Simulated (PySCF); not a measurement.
PySCF input (M06-2X/6-31G* (5d)):

```python
from pyscf import gto, dft

mol = gto.M(
    atom='''
    Si   -0.00000000   -0.00000000   -1.03359800
    S     0.00000000    0.00000000    0.90439800
    ''',
    basis='6-31g*',
    charge=1,
    spin=1,
    symmetry='C2v',
    verbose=4,
)

mf = dft.UKS(mol, xc='m062x')
mf.grids.level = 4
mf.conv_tol = 1e-9
mf.max_cycle = 100
mf.max_memory = 1500
mf.kernel()
if not mf.converged:
    mf = mf.newton()
    mf.kernel(mf.make_rdm1())
mf.dip_moment()
```

Output:

```
PySCF version 2.14.0

[INPUT] verbose = 4
[INPUT] num. atoms = 2
[INPUT] num. electrons = 29
[INPUT] charge = 1
[INPUT] spin (= nelec alpha-beta = 2S) = 1
[INPUT] symmetry C2v subgroup None
[INPUT] Mole.unit = angstrom
[INPUT] Symbol           X                Y                Z      unit          X                Y                Z       unit  Magmom
[INPUT]  1 Si     0.000000000000   0.000000000000  -1.033598000000 AA    0.000000000000   0.000000000000  -1.953217142898 Bohr   0.0
[INPUT]  2 S      0.000000000000   0.000000000000   0.904398000000 AA    0.000000000000   0.000000000000   1.709064527604 Bohr   0.0

nuclear repulsion = 61.1640556771428
point group symmetry = Coov, use subgroup C2v
symmetry origin: [ 0.00000000e+00  0.00000000e+00 -2.51963483e-07]
symmetry axis x: [1. 0. 0.]
symmetry axis y: [0. 1. 0.]
symmetry axis z: [0. 0. 1.]
num. orbitals of irrep A1 = 18
num. orbitals of irrep A2 = 2
num. orbitals of irrep B1 = 8
num. orbitals of irrep B2 = 8
number of shells = 16
number of NR pGTOs = 102
number of NR cGTOs = 36
basis = 6-31g*
ecp = {}

******** <class 'pyscf.dft.uks_symm.SymAdaptedUKS'> ********
method = SymAdaptedUKS
initial guess = minao
damping factor = 0
level_shift factor = 0
DIIS = <class 'pyscf.scf.diis.CDIIS'>
diis_start_cycle = 1
diis_space = 8
diis_damp = 0
SCF conv_tol = 1e-09
SCF conv_tol_grad = None
SCF max_cycles = 100
direct_scf = True
direct_scf_tol = 1e-13
number electrons alpha = 15  beta = 14
XC library pyscf.dft.libxc version 7.1.2
    S. Lehtola, C. Steigemann, M. J. T. Oliveira, and M. A. L. Marques,  SoftwareX 7, 1–5 (2018)
XC functionals = m062x
    Y. Zhao and D. G. Truhlar,  Theor. Chem. Acc. 120, 215 (2008)
    Y. Zhao and D. G. Truhlar,  Theor. Chem. Acc. 120, 215 (2008)
radial grids:
    Treutler-Ahlrichs [JCP 102, 346 (1995); DOI:10.1063/1.469408] (M4) radial grids

becke partition: Becke, JCP 88, 2547 (1988); DOI:10.1063/1.454033
pruning grids: <function nwchem_prune>
grids dens level: 4
symmetrized grids: C2v
atomic radii adjust function: <function treutler_atomic_radii_adjust>
small_rho_cutoff = 0
Freeze 0 electrons in irreps []
    29 free electrons in irreps A1 A2 B1 B2
Set gradient conv threshold to 3.16228e-05
tot grids = 57608
init E= -687.651684662413
alpha HOMO (A1) = -0.282697342844271  LUMO (B1) = -0.0816836813395196
beta  HOMO (B1) = -0.34681965505494  LUMO (A1) = -0.28269734284427

WARN: HOMO -0.282697342844271 >= LUMO -0.28269734284427

WARN: alpha-A1 HOMO -0.282697342844271 > system LUMO -0.28269734284427

WARN: beta-A1 LUMO -0.28269734284427 < system HOMO -0.282697342844271

cycle= 1 E= -687.124459919216  delta_E= 0.527  |g|= 0.303  |ddm|=  1.2
alpha HOMO (B2) = -0.58880442404752  LUMO (B1) = -0.370966575701488
beta  HOMO (B2) = -0.573285769415986  LUMO (A1) = -0.485035668918419
  HOMO = -0.573285769416  LUMO = -0.485035668918  gap/eV = 2.40141
cycle= 2 E= -686.815995625535  delta_E= 0.308  |g|= 0.724  |ddm|= 1.34
alpha HOMO (B2) = -0.61775667248607  LUMO (B1) = -0.346051754685621
beta  HOMO (B2) = -0.60860894423159  LUMO (A1) = -0.471088149155588
  HOMO = -0.608608944232  LUMO = -0.471088149156  gap/eV = 3.74213
cycle= 3 E= -687.223404155325  delta_E= -0.407  |g|= 0.0378  |ddm|= 0.83
alpha HOMO (B2) = -0.598870024757361  LUMO (B1) = -0.31936355256969
beta  HOMO (B2) = -0.589814223451812  LUMO (A1) = -0.438752269359405
  HOMO = -0.589814223452  LUMO = -0.438752269359  gap/eV = 4.11061
cycle= 4 E= -687.224503107044  delta_E= -0.0011  |g|= 0.0154  |ddm|= 0.0751
alpha HOMO (B2) = -0.603037540129367  LUMO (B2) = -0.318450823395197
beta  HOMO (B1) = -0.594373837181733  LUMO (A1) = -0.436930663269822
  HOMO = -0.594373837182  LUMO = -0.43693066327  gap/eV = 4.28425
cycle= 5 E= -687.224686627953  delta_E= -0.000184  |g|= 0.00217  |ddm|= 0.0234
alpha HOMO (B2) = -0.602625420742493  LUMO (B1) = -0.31878938585946
beta  HOMO (B2) = -0.59435836905631  LUMO (A1) = -0.436471655469389
  HOMO = -0.594358369056  LUMO = -0.436471655469  gap/eV = 4.29632
cycle= 6 E= -687.224700992811  delta_E= -1.44e-05  |g|= 0.000945  |ddm|= 0.00911
alpha HOMO (B2) = -0.60236196478112  LUMO (B1) = -0.318980788425502
beta  HOMO (B2) = -0.594382299315264  LUMO (A1) = -0.436384172989366
  HOMO = -0.594382299315  LUMO = -0.436384172989  gap/eV = 4.29935
cycle= 7 E= -687.224706260249  delta_E= -5.27e-06  |g|= 0.000572  |ddm|= 0.00504
alpha HOMO (B1) = -0.602168573027663  LUMO (B2) = -0.319101062285263
beta  HOMO (B1) = -0.594529037305063  LUMO (A1) = -0.436257694738513
  HOMO = -0.594529037305  LUMO = -0.436257694739  gap/eV = 4.30678
cycle= 8 E= -687.224709769842  delta_E= -3.51e-06  |g|= 0.000251  |ddm|= 0.00599
alpha HOMO (B2) = -0.601982768822892  LUMO (B1) = -0.31914674506334
beta  HOMO (B2) = -0.594570449725226  LUMO (A1) = -0.436161187594609
  HOMO = -0.594570449725  LUMO = -0.436161187595  gap/eV = 4.31054
cycle= 9 E= -687.224710510692  delta_E= -7.41e-07  |g|= 6.61e-05  |ddm|= 0.00374
alpha HOMO (B2) = -0.601968612983237  LUMO (B2) = -0.319163209240542
beta  HOMO (B2) = -0.594595756083589  LUMO (A1) = -0.436175086281051
  HOMO = -0.594595756084  LUMO = -0.436175086281  gap/eV = 4.31085
cycle= 10 E= -687.224710540174  delta_E= -2.95e-08  |g|= 2.67e-05  |ddm|= 0.000531
alpha HOMO (B1) = -0.601964506633891  LUMO (B2) = -0.319158757997927
beta  HOMO (B1) = -0.594606711386678  LUMO (A1) = -0.43617134969905
  HOMO = -0.594606711387  LUMO = -0.436171349699  gap/eV = 4.31125
cycle= 11 E= -687.224710544688  delta_E= -4.51e-09  |g|= 6.45e-06  |ddm|= 0.000215
alpha HOMO (B2) = -0.601963113835561  LUMO (B1) = -0.31916037062959
beta  HOMO (B1) = -0.594608486106722  LUMO (A1) = -0.436173566101864
  HOMO = -0.594608486107  LUMO = -0.436173566102  gap/eV = 4.31123
cycle= 12 E= -687.224710544843  delta_E= -1.56e-10  |g|= 1.55e-06  |ddm|= 4.31e-05
alpha HOMO (B1) = -0.601963428071656  LUMO (B2) = -0.319160151291911
beta  HOMO (B1) = -0.594609006091417  LUMO (A1) = -0.436173502934246
  HOMO = -0.594609006091  LUMO = -0.436173502934  gap/eV = 4.31125
Extra cycle  E= -687.224710544841  delta_E= 2.27e-12  |g|= 2.51e-06  |ddm|= 5.35e-06
converged SCF energy = -687.224710544841  <S^2> = 0.76126501  2S+1 = 2.0112335

WARN: System has nonzero charge 1; the dipole moment is origin-dependent.
Location of origin: [0. 0. 0.]

Dipole moment(X, Y, Z, Debye):  0.00000,  0.00000, -4.10775
```

The dipole moment of an ion depends on the origin.

The geometry given is a B3LYP-D3(BJ)/def2-TZVP minimum of the species of charge 0 and multiplicity 1, not of this state.
